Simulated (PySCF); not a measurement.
C5H6F3N.
Cartesian coordinates in Å at the GFN2-xTB level; atoms count from 1:
```xyz
15
C5H6F3N angstrom
N     -0.9112    1.4300   -0.8866
C     -0.5434    0.0549   -0.7444
C     -1.3840   -0.9114    0.1742
C     -0.1239   -1.0712    0.9746
C      0.5868   -0.2311    0.2232
C      1.9839    0.2710    0.2774
F      2.0566    1.5668    0.6340
F      2.6144    0.1673   -0.9044
F      2.7289   -0.4060    1.1708
H     -1.0584    1.8730    0.0127
H     -1.7441    1.5354   -1.4522
H     -0.3673   -0.3617   -1.7397
H     -1.7552   -1.8164   -0.3024
H     -2.1961   -0.4200    0.7069
H      0.1085   -1.6727    1.8338
```

A PySCF run (density fitting, gas phase, GFN2-xTB geometry) gave HOMO -6.95 eV, LUMO -1.00 eV, dipole 4.02 D and E = -548.000 Eh.

Question: Which of these levels was it?
A. OLYP/6-31G*
B. PBE0/pcSseg-1
C. B3LYP/def2-SVPD

Answer: C. It is B3LYP/def2-SVPD. All candidates on this geometry:

```json
{"level and settings": "OLYP/6-31G*", "kind": "GGA", "basis functions": "138", "SCF cycles": "15", "E (Eh)": "-548.1878", "HOMO (eV)": "-5.05", "LUMO (eV)": "-0.97", "dipole (D)": "3.41"}
{"level and settings": "B3LYP/def2-SVPD", "kind": "global hybrid", "basis functions": "237", "SCF cycles": "14", "E (Eh)": "-548.0001", "HOMO (eV)": "-6.95", "LUMO (eV)": "-1.00", "dipole (D)": "4.02"}
{"level and settings": "PBE0/pcSseg-1", "kind": "global hybrid", "basis functions": "183", "SCF cycles": "14", "E (Eh)": "-547.7550", "HOMO (eV)": "-7.06", "LUMO (eV)": "-0.66", "dipole (D)": "3.98"}
```

The nearest other candidate, by the summed differences of HOMO and LUMO, is PBE0/pcSseg-1: its HOMO differs by -0.11 eV and its LUMO by +0.34 eV. Cycle counts include a coarse-grid stage where the run had one. All basis functions are spherical, in the Pople sets too.
